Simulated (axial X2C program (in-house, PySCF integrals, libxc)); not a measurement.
# Potential curves of BeTc, without spin–orbit coupling

Calculated with an in-house all-electron X2C program for linear molecules (integrals from PySCF). Spin-free means the one-electron spin-free X2C Hamiltonian. Basis: Tc dyall-cv3z [12s12p8d5f3g], Be dyall-cv3z [8s8p3d1f] (cores contracted in-house); Gaussian nuclei, density fitting, unrestricted open shells. Masses: Tc 98.907 u, Be 9.012 u.

State: M_S = 5/2, Λ = 1 (beyond evenly filled blocks: 2 × σα, π+α, π+β, π-α, δ+α, δ-α). Energies in cm⁻¹ from the fragments at the same level (Tc + Be). Fits are polynomials in 1 − R0/R over 0.85 to 1.23 times the lowest point R0.

| R (Å) | PBE | PBE0 |
| --- | --- | --- |
| 1.9792 | -9600 | -7246 |
| 2.0703 | -11247 | -9031 |
| 2.1385 | -11908 | -9800 |
| 2.2067 | -12194 | -10196 |
| 2.2750 | -12187 | -10298 |
| 2.3546 | -11901 | -10135 |
| 2.4343 | -11393 | -9746 |
| 2.5366 | -10524 | -9023 |
| 2.6617 | -9273 | -7942 |

The state is a single determinant with fixed occupations, the lowest that a limited PBE0 search found. De is counted from the lowest determinant-based energies of the atoms at the same level, without counterpoise correction. PBE0 can misorder states that lie within some tenths of an eV, so this need not be the ground state of the molecule. The nearest other spin-free determinant of the search, M_S = 5/2, Λ = 0, lies 0.24 eV up at the distance of the search. The functionals have no current-density term, which raises determinants with orbital currents, atoms included. At some level and bond length an empty orbital lies below a filled one. The determinant is spin-polarised beyond a pure state at some levels (its spin-free form has ⟨S²⟩ too high), which makes Re and μ there less reliable.

Fit the PBE curve near its minimum: give the equilibrium distance, the harmonic wavenumber and the well depth.

At PBE, spin-free: Re = 2.238 Å, ωe ≈ 475 cm⁻¹, De = 1.52 eV to Tc + Be; Be follows as 0.407 cm⁻¹.

Fit the PBE0 curve near its minimum: give the equilibrium distance, the harmonic wavenumber and the well depth.

At PBE0, spin-free: Re = 2.269 Å, ωe ≈ 450 cm⁻¹, De = 1.28 eV to Tc + Be; Be follows as 0.397 cm⁻¹.
